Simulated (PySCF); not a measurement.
PySCF input file for 1-fluoro-3-methylidenecyclobutane (C5H7F), SMILES C=C1CC(F)C1, SMD-B3LYP/6-31G*. The structure is a stationary point at B3LYP-D3(BJ)/def2-SVP.

```python
import numpy as np
from pyscf import gto, scf, dft
from pyscf.solvent import smd

mol = gto.M(
    atom='''
    C    -2.40383876   -0.00741965    0.00000000
    C    -1.07613393   -0.09207226    0.00000000
    C    -0.01592514   -0.05836242    1.08891685
    C     0.97440997    0.41044737   -0.00000000
    F     2.20854258   -0.19417972   -0.00000000
    C    -0.01592514   -0.05836242   -1.08891685
    H    -2.97059979    0.02831365    0.93486895
    H    -2.97059979    0.02831365   -0.93486896
    H    -0.17961704    0.58350274    1.96760910
    H     0.26242426   -1.07208208    1.42475171
    H     1.12317997    1.50276521   -0.00000000
    H     0.26242426   -1.07208208   -1.42475170
    H    -0.17961704    0.58350273   -1.96760911
    ''',
    basis='6-31G*',
    charge=0,
    spin=0,
    max_memory=1600,
    verbose=3,
)
mf = dft.RKS(mol, xc='b3lyp').density_fit(auxbasis='def2-universal-jkfit')
mf.grids.level = 3
mf.conv_tol = 1e-9
mf.max_cycle = 100
mf.kernel()
res = {}
for name in ['water', 'cyclohexanone', 'chloroform']:
    s = mf.SMD()
    s.with_solvent.solvent, s.with_solvent.sasa_ng = name, 194
    s.kernel(mf.make_rdm1())
    res[name] = (s.e_tot, s.with_solvent.get_cds(), s.dip_moment(), s.mo_energy, s.converged)
    print(f'SMD {name}: dG(solv) = {(s.e_tot - mf.e_tot) * 627.509474:.3f} kcal/mol, of which CDS {res[name][1] * 627.509474:.3f}')
```

Log of the run:

```
converged SCF energy = -294.523913352781
converged SCF energy = -294.523881097559
Dipole moment(X, Y, Z, Debye): -1.12212,  0.68760,  0.00000
SMD water: dG(solv) = 0.020 kcal/mol, of which CDS 3.654
converged SCF energy = -294.529778199313
Dipole moment(X, Y, Z, Debye): -1.11982,  0.67237,  0.00000
SMD cyclohexanone: dG(solv) = -3.680 kcal/mol, of which CDS -0.331
converged SCF energy = -294.531174984909
Dipole moment(X, Y, Z, Debye): -1.11124,  0.63545,  0.00000
SMD chloroform: dG(solv) = -4.557 kcal/mol, of which CDS -1.944
```

The calculation finished and met its thresholds.

Cost: around 60 core-seconds (rough).
